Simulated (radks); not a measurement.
Results of a calculation; reference values are marked as such.
Yb2+, configuration [Xe] 4f14. Code: a radial shooting solver on a logarithmic mesh with Libxc functionals. Model: Dirac Kohn-Sham, PBE, spin-unpolarised, spherical densities, point nucleus. Some entries of the table are withheld. Estimate them.

| orbital | occ. | eigenvalue (eV) | <r^2> (bohr^2) | <1/r> (bohr^-1) |
|---|---|---|---|---|
| 1s1/2 | 2 | -61183.42 | 0.0005298 | (1) |
| 2s1/2 | 2 | -10371.65 | 0.008150 | 19.47 |
| 2p1/2 | 2 | -9892.204 | 0.005860 | 19.44 |
| 2p3/2 | 4 | -8845.073 | 0.007072 | 16.69 |
| 3s1/2 | 2 | -2348.870 | 0.05358 | 7.137 |
| 3p1/2 | 2 | -2137.568 | (2) | 7.051 |
| 3p3/2 | 4 | -1915.301 | (3) | 6.345 |
| 3d3/2 | 4 | -1556.211 | 0.04401 | 6.233 |
| 3d5/2 | 6 | -1507.655 | 0.04587 | 6.063 |
| 4s1/2 | 2 | -473.7841 | 0.2690 | 2.985 |
| 4p1/2 | 2 | -388.3237 | 0.2800 | 2.874 |
| 4p3/2 | 4 | -338.0330 | 0.3176 | 2.629 |
| 4d3/2 | 4 | -197.6383 | 0.3562 | 2.406 |
| 4d5/2 | 6 | -188.4866 | 0.3711 | 2.345 |
| 5s1/2 | 2 | -69.5964 | 1.646 | (4) |
| 5p1/2 | 2 | -46.5282 | 2.114 | 0.9679 |
| 5p3/2 | 4 | -40.3975 | 2.482 | 0.8819 |
| 4f5/2 | 6 | -18.3512 | 0.8086 | (5) |
| 4f7/2 | 8 | -17.0316 | 0.8611 | (6) |

Answer. 
(1) 1s1/2 <1/r> (bohr^-1): 80.67
(2) 3p1/2 <r^2> (bohr^2): 0.04945
(3) 3p3/2 <r^2> (bohr^2): 0.05619
(4) 5s1/2 <1/r> (bohr^-1): 1.105
(5) 4f5/2 <1/r> (bohr^-1): 1.753
(6) 4f7/2 <1/r> (bohr^-1): 1.719
